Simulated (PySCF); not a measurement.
Ionisation energy of Tl⁴⁷⁺ by level of theory

Tl⁴⁷⁺ [Ar] 3d10 4s2 4p4 [4p1/2^2 4p3/2^2, M_J = 2] → Tl⁴⁸⁺ [Ar] 3d10 4s2 4p3 [4p1/2^2 4p3/2^1, M_J = 3/2], as a difference of total energies. All numbers are calculated (PySCF 2.14, the two-component X2C-1e Hamiltonian, in an uncontracted even-tempered set (16 s from 6.6 bohr⁻², ratio 2.8; 14 p from 8.5 bohr⁻², ratio 2.8; 8 d from 15 bohr⁻², ratio 2.8; 4 f from 38 bohr⁻², ratio 3)). Correlated levels: [Ne] frozen; the 78 highest virtual spinors dropped. "Screened" scales the spin-orbit matrix elements by Boettger's factors to mimic the two-electron term; Breit and QED terms are absent.

| method | ionisation energy (eV) |
| --- | --- |
| GHF (spin-free) | 2602.3 |
| GMP2 (spin-free) | 2603.8 |
| GHF (screened spin-orbit) | 2567.3 |
| GMP2 (screened spin-orbit) | 2568.2 |

Breit and QED terms and the two-electron picture change are absent.

The spin-free rows relax to the high-spin LS determinant and lack the spin-orbit shift.

The labels give the starting determinants; with spin-orbit coupling the two ends relaxed to ⟨J²⟩ = 6.00, ⟨L²⟩ = 3.34, ⟨S²⟩ = 1.47 and ⟨J²⟩ = 3.75, ⟨L²⟩ = 2.62, ⟨S²⟩ = 1.55.

For comparison: 2574 ± 4 eV (theoretical estimate listed by NIST; NIST Atomic Spectra Database, ionization energies).
